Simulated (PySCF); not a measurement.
## Continuum solvent and chemical shifts

Numbering as in the mapped SMILES `[CH3:1][C:2]#[C:3][CH2:4][CH+:5][c:6]1[cH:7][cH:8][cH:9][cH:10][cH:11]1`. Each H is labelled by its parent atom.

GIAO PBE0/pcSseg-1 in PySCF 2.14.0 with density-fitted response routines on one PBE0-D3(BJ)/def2-SVP conformer, non-relativistic, equivalent nuclei averaged. Solvents enter as an IEF-PCM continuum (dichloromethane with ε = 8.9, water with ε = 78.4) around the gas-phase geometry. Shifts are referred to TMS computed in the same medium.

In dichloromethane, δ in ppm: C5 233.5, C9 169.1, C7/C11 157.4, C6 143.6, C8/C10 139.2, C2 105.0, C3 79.5, C4 40.3, C1 5.4, H(C5) 9.78, H(C7)/H(C11) 9.69, H(C9) 8.98, H(C8)/H(C10) 8.34, H(C4) 5.27. Dipole moment 3.40 D.

(1) How does each δ change in the more polar medium?

(2) Which of the listed nuclei move most (in ppm), and what does the model miss?

Results:

(1) 
| atoms | environment | Δδ, water |
| --- | --- | --- |
| C5 | carbocation centre | +1.2 |
| C9 | aromatic CH | -0.1 |
| C7/C11 | aromatic CH | +0.4 |
| C6 | substituted aromatic carbon | +0.1 |
| C8/C10 | aromatic CH | 0.0 |
| C2 | alkyne carbon | -1.1 |
| C3 | alkyne carbon | +0.5 |
| C4 | propargylic sp3 CH2 | 0.0 |
| C1 | propargylic methyl carbon | 0.0 |
| H(C5) | hydrogen on a carbocation centre | +0.09 |
| H(C7)/H(C11) | hydrogen on an aromatic CH | +0.02 |
| H(C9) | hydrogen on an aromatic CH | 0.00 |
| H(C8)/H(C10) | hydrogen on an aromatic CH | 0.00 |
| H(C4) | hydrogen on a propargylic sp3 CH2 | +0.04 |

Changes are relative to dichloromethane. The dipole moment becomes 3.61 D in water.

(2) C5 (carbocation centre, +1.2 ppm) and C2 (alkyne carbon, -1.1 ppm) in water. A continuum only polarises the solute; specific hydrogen bonds, the anisotropy of aromatic solvents and changes of geometry or conformer are outside it, as are counter-ions.
